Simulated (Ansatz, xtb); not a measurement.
# Relative energy of two isomers of C3H3F3Se

Structure X: `FCC(=[Se])C(F)F`, a singlet. Structure Y: `FC1[C@@H](F)[Se][C@@H]1F`, a singlet. Both are isolated molecules in the gas phase, relaxed with PBE-D3(BJ)/def2-SVP, each in the lowest conformer that the search found.

Estimate E(Y) − E(X) at the level CCSD(T)/def2-SVP + ΔMP2/def2-TZVPP.

Not settled: CCSD(T)/def2-SVP + ΔMP2/def2-TZVPP gives E(Y) − E(X) = −1.62 kcal/mol, but this leans on the basis-set step: CCSD(T) alone gives +5.86 kcal/mol.

How the difference moves with the method:

```
                             level             geometry  E(Y) − E(X) (kcal/mol)  departure from the last row (kcal/mol)  job, with rough time for the two
                          GFN2-xTB             GFN2-xTB                     −2.28                                   −0.65              optimisation, 0.41 s
                         HF/STO-3G             GFN2-xTB                    −27.14                                  −25.52              single point, 0.48 s
                r2SCAN-D4/def2-SVP             GFN2-xTB                     −0.02                                   +1.60               single point, 3.6 s
               PBE-D3(BJ)/def2-SVP  PBE-D3(BJ)/def2-SVP                     −1.61                                   +0.02                optimisation, 18 s
                       HF/def2-SVP  PBE-D3(BJ)/def2-SVP                     +5.35                                   +6.98           part of the CCSD(T) run
                      MP2/def2-SVP  PBE-D3(BJ)/def2-SVP                     +6.01                                   +7.63           part of the CCSD(T) run
                  CCSD(T)/def2-SVP  PBE-D3(BJ)/def2-SVP                     +5.86                                   +7.48                      single point
CCSD(T)/def2-SVP + ΔMP2/def2-TZVPP  PBE-D3(BJ)/def2-SVP                     −1.62                                                        single point, 84 s
```

As drawn, Y has 2 C–Se in place of 1 C=Se. Structure X has no ring, Y a 4-membered ring.

HF/def2-SVP, MP2/def2-SVP, CCSD(T)/def2-SVP put the two in the other order. r2SCAN-D4/def2-SVP finds them nearly level. The largest departure from CCSD(T)/def2-SVP + ΔMP2/def2-TZVPP is that of HF/STO-3G, 25.52 kcal/mol. The last row adds to CCSD(T) the change of the MP2 difference between the two basis sets, here −7.48 kcal/mol, a large step that makes the value less sure.

With thermal terms from frequencies at re-optimised GFN2-xTB minima (ideal gas, soft modes damped towards free rotors, one conformer each, 298.15 K, 1 atm): on the last row, ΔE + ΔZPE = −1.23, ΔH = −1.68, ΔG = −0.28 kcal/mol.

The correlated steps freeze 15 core orbitals; the filled d shell of Se is correlated, in a basis made for valence electrons. Mirror images aren't counted in ΔG. Run with Ansatz 0.2.0, xtb 6.7.1; the last row on 4 threads of Arm Neoverse V1 on a shared host.
